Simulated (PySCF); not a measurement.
Dissociation curve of MgH, doublet.

Computed with: UKS-r2SCAN = unrestricted r2SCAN/cc-pVDZ (PySCF); ROHF/cc-pVDZ (PySCF); UHF/cc-pVDZ (PySCF).

Magnitude of the dipole moment (D; its direction can reverse along the curve, and a method can change to another solution) and Mulliken charge of the fragment that holds Mg1:

| R / Å | μ UKS-r2SCAN | q UKS-r2SCAN | μ ROHF | q ROHF | μ UHF | q UHF |
|---|---|---|---|---|---|---|
| 1.41 | 0.50 | 0.22 | 0.58 | 0.28 | 0.56 | 0.27 |
| 1.49 | 0.66 | 0.20 | 0.78 | 0.26 | 0.75 | 0.26 |
| 1.56 | 0.81 | 0.19 | 0.95 | 0.26 | 0.92 | 0.25 |
| 1.66 | 1.03 | 0.18 | 1.22 | 0.25 | 1.18 | 0.24 |
| 1.68 | 1.07 | 0.18 | 1.28 | 0.25 | 1.23 | 0.24 |
| 1.74 | 1.21 | 0.18 | 1.45 | 0.25 | 1.39 | 0.24 |
| 1.78 | 1.29 | 0.18 | 1.57 | 0.26 | 1.49 | 0.24 |
| 1.86 | 1.47 | 0.19 | 1.81 | 0.26 | 1.70 | 0.25 |
| 1.91 | 1.57 | 0.19 | 1.97 | 0.27 | 1.82 | 0.25 |
| 2.03 | 1.80 | 0.19 | 2.35 | 0.28 | 2.08 | 0.24 |
| 2.18 | 2.04 | 0.19 | 2.84 | 0.29 | 2.22 | 0.22 |
| 2.38 | 2.18 | 0.18 | 3.50 | 0.30 | 1.94 | 0.16 |
| 2.61 | 2.08 | 0.15 | — | — | 1.33 | 0.10 |
| 2.88 | 1.80 | 0.11 | — | — | 0.72 | 0.04 |
| 3.11 | 1.57 | 0.08 | — | — | 0.38 | 0.02 |
| 3.48 | 1.15 | 0.05 | — | — | 0.09 | 0.00 |
| 3.82 | 0.79 | 0.03 | — | — | 0.00 | 0.00 |

A dash means that the run gave no value there, or that the column was ended at a point which the program doubted or which failed a test of continuity chosen for this set; such a test can also cut sound points.

The scan ran from 1.41 to 6.96 Å; beyond the distances shown one of the unrestricted levels run for this scan, shown here or not, changes its spin distribution in one step. The unrestricted determinant behind UHF is spin-contaminated at 2.38 to 3.11 Å (<S²> up to 0.9, against 0.75 for a pure doublet).
